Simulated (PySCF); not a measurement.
**Pd⁴³⁺: ionisation energy**

Pd⁴³⁺ [He] 2s1 (2S) → Pd⁴⁴⁺ 1s2 (1S), as a difference of total energies. All numbers are calculated (PySCF 2.14, the non-relativistic Hamiltonian (point nucleus), in an even-tempered Gaussian basis (17 s from 19 bohr⁻², ratio 2.2; 8 p from 29 bohr⁻², ratio 2.4; 5 d from 87 bohr⁻², ratio 2.4; 5 f from 130 bohr⁻², ratio 2.4; 4 g from 200 bohr⁻², ratio 2.4)). Correlated levels: nothing frozen; virtual orbitals above 40 to 60 times the deepest correlated orbital energy dropped. The calculations carry no spin-orbit coupling.

| method | ionisation energy (eV) |
| --- | --- |
| UHF | 6706.1 |
| LDA | 6700.6 |
| PBE | 6709.9 |
| PBE0 | 6709.0 |
| r2SCAN | 6703.7 |
| B97-3 | 6706.5 |
| B3LYP | 6709.0 |
| MP2 (all electrons) | 6706.3 |
| SCS-MP2 (all electrons) | 6706.3 |

The gap to the reference is mostly relativistic.

For comparison: 6943.1 eV (theoretical estimate listed by NIST; NIST Atomic Spectra Database, ionization energies).
